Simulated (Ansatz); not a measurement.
`C#[C][Ge]([F])([Cl])[Cl]`, charge 0, multiplicity 1.

Question: Give a relaxed structure at PBE0-D4/def2-TZVP (Ansatz). (Best estimate.)

Answer: The calculation gave: 
Cartesian coordinates in Å:
```
C -1.701 1.186 -0.161
C -0.701 0.523 -0.079
Ge 0.839 -0.530 0.060
F 2.190 0.385 -0.468
Cl 0.734 -2.241 -1.175
Cl 1.225 -1.099 2.058
H -2.586 1.777 -0.236
```
Point group Cs.
